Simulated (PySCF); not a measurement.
Ligands exchanged one at a time, In Cl-SH. Gas-phase values, no solvent. One relaxed conformer stands for each flexible species; it need not be the lowest. Strings in code marks are SMILES.

The S1 excitation (TDA) from two functionals at the same geometries (PBE0-D4/def2-TZVP), both in PySCF: PBE-D3(BJ)/def2-TZVP and B3LYP-D3(BJ)/def2-TZVP. B3LYP has the VWN-RPA correlation part, as in Gaussian. Excitations are Tamm–Dancoff values on a coarser integration grid. The basis has no diffuse functions, so Rydberg states are missing or too high.

```csv
species,B3LYP-D3(BJ)/def2-TZVP (eV)
0 of 3 Cl replaced by SH (`[In]([Cl])([Cl])[Cl]`),4.88
1 of 3 Cl replaced by SH (`[SH][In]([Cl])[Cl]` (H–S–In–Cl torsion 0°)),4.21
"2 of 3 Cl replaced by SH (`[SH][In]([SH])[Cl]` (H–S–In–Cl torsion -180°, Cl–In–S–H torsion 0°))",4.19
3 of 3 Cl replaced by SH (`[SH][In]([SH])[SH]`),4.33
```

Task: What does PBE-D3(BJ)/def2-TZVP give for each?

Result: 
- 0 of 3 Cl replaced by SH (`[In]([Cl])([Cl])[Cl]`): 4.40
- 1 of 3 Cl replaced by SH (`[SH][In]([Cl])[Cl]` (H–S–In–Cl torsion 0°)): 3.88
- 2 of 3 Cl replaced by SH (`[SH][In]([SH])[Cl]` (H–S–In–Cl torsion -180°, Cl–In–S–H torsion 0°)): 3.84
- 3 of 3 Cl replaced by SH (`[SH][In]([SH])[SH]`): 3.95
Over these rows, drawn at random from the members with no instability flagged (it was tested for open shells, ions and some series alone), PBE minus B3LYP-D3(BJ): mean -0.38 eV, from -0.48 eV to -0.33 eV.
